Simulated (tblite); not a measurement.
Species: C5H13NSi.
SMILES with atom numbers: `[CH3:1][CH2:2][C@H:3]1[CH2:4][Si@H:5]([NH2:6])[CH2:7]1` (hydrogens: H8, H9, H10 on C1; H11, H12 on C2; H13 on C3; H14, H15 on C4; H16 on Si5; H17, H18 on N6; H19, H20 on C7)

Cartesian coordinates in Å at the GFN2-xTB level; atoms count from 1:
```
atom  x, y, z in Å
C1     2.7454    0.2555    0.3871
C2     1.6829   -0.4484   -0.4500
C3     0.3213    0.2243   -0.3365
C4    -0.7769   -0.4338   -1.2054
Si5   -1.9812   -0.4775    0.2854
N6    -3.2447    0.6801    0.4691
C7    -0.3384    0.1025    1.0566
H8     2.4570    0.2696    1.4358
H9     2.8715    1.2842    0.0544
H10    3.7038   -0.2526    0.3006
H11    1.5934   -1.4892   -0.1273
H12    1.9948   -0.4512   -1.4985
H13    0.4291    1.2785   -0.6066
H14   -0.4655   -1.4134   -1.5645
H15   -1.0474    0.1542   -2.0808
H16   -2.5664   -1.7674    0.6430
H17   -3.0366    1.6563    0.3315
H18   -4.1618    0.4687    0.1130
H19    0.1488   -0.6568    1.6647
H20   -0.3343    1.0273    1.6284
```

Computed values, GFN2-xTB/tblite, gas phase, harmonic and unscaled. Errors from tens to a few hundred cm⁻¹ against measured bands are possible. Modes of hydrogen on silicon can be 10 to 20 % off. One conformer, not necessarily the lowest.

Harmonic wavenumbers (cm⁻¹): 38.2, 114.8, 137.4, 182.1, 197.6, 223.7, 246.4, 377.5, 415.8, 491.2, 523.4, 544.4, 631.5, 673.9, 710.5, 740.7, 788.1, 815.4, 837.4, 869.2, 933.9, 997.9, 1017.5, 1027.7, 1056.3, 1104.7, 1131.4, 1194.8, 1198.7, 1216.4, 1258.4, 1277.2, 1313.5, 1358.2, 1414.2, 1478.4, 1485.2, 1498.6, 1506.1, 1509.3, 1515.5, 2268.3, 2936.7, 2950.6, 2965.4, 2989.6, 3002.5, 3004.0, 3014.1, 3022.4, 3026.0, 3036.5, 3472.7, 3511.7.

A = 5525, B = 1090, C = 1012 MHz; mass 115.082 u (most abundant isotopes); point group C1, symmetry number 1.

Problem. Zero-point energy?

Solution. ½Σν̃ = 37627 cm⁻¹ = 107.58 kcal/mol.

Problem. Entropy at 200 K, 1 bar (ideal gas, RRHO, classical rotation)?

Solution. Translation 38.18, rotation 27.17, vibration 16.65: S = 82.0 cal/(mol K).

Problem. And Cp and H(200 K) − H(0)?

Solution. Cp = 27.17 cal/(mol K), of which vibrations give 19.22 (their classical limit is 54 R = 107.3); H(200 K) − H(0) = 3.45 kcal/mol without the zero-point energy, 1.86 from vibrations.

Problem. What must be added to the electronic energy to get the Gibbs energy at 200 K and 1 bar?

Solution. ZPE + [H(200 K) − H(0)] − T·S = 107.58 + 3.45 − 16.40 = 94.63 kcal/mol.

Problem. How do the functions run with temperature in this model?

Solution. 
```json
{"T (K)": "150", "S (cal/(mol K))": "74.9", "Cp (cal/(mol K))": "22.3", "H − H(0) (kcal/mol)": "2.21", "G − H(0) (kcal/mol)": "-9.03", "ln q(vib)": "2.55"}
{"T (K)": "250", "S (cal/(mol K))": "88.6", "Cp (cal/(mol K))": "32.4", "H − H(0) (kcal/mol)": "4.94", "G − H(0) (kcal/mol)": "-17.22", "ln q(vib)": "4.88"}
{"T (K)": "298.15", "S (cal/(mol K))": "94.8", "Cp (cal/(mol K))": "37.6", "H − H(0) (kcal/mol)": "6.62", "G − H(0) (kcal/mol)": "-21.64", "ln q(vib)": "6.04"}
{"T (K)": "400", "S (cal/(mol K))": "107.3", "Cp (cal/(mol K))": "48.2", "H − H(0) (kcal/mol)": "11.00", "G − H(0) (kcal/mol)": "-31.93", "ln q(vib)": "8.52"}
{"T (K)": "600", "S (cal/(mol K))": "130.2", "Cp (cal/(mol K))": "64.5", "H − H(0) (kcal/mol)": "22.37", "G − H(0) (kcal/mol)": "-55.73", "ln q(vib)": "13.46"}
{"T (K)": "900", "S (cal/(mol K))": "159.6", "Cp (cal/(mol K))": "80.4", "H − H(0) (kcal/mol)": "44.29", "G − H(0) (kcal/mol)": "-99.32", "ln q(vib)": "20.63"}
```

q(vib) and H(0) count from the zero-point level.

Problem. Which modes carry the vibrational entropy at 200 K?

Solution. 38.2 cm⁻¹: 4.56; 114.8 cm⁻¹: 2.42; 137.4 cm⁻¹: 2.09; 182.1 cm⁻¹: 1.59; 197.6 cm⁻¹: 1.45; 223.7 cm⁻¹: 1.24 cal/(mol K); the other 48 give 3.30 together.

Hindered rotation and anharmonicity are outside this model. Other conformers, if any are populated, would add a mixing term that is left out. The structure is chiral; the term R ln 2 for an equal mix with its mirror image is left out.
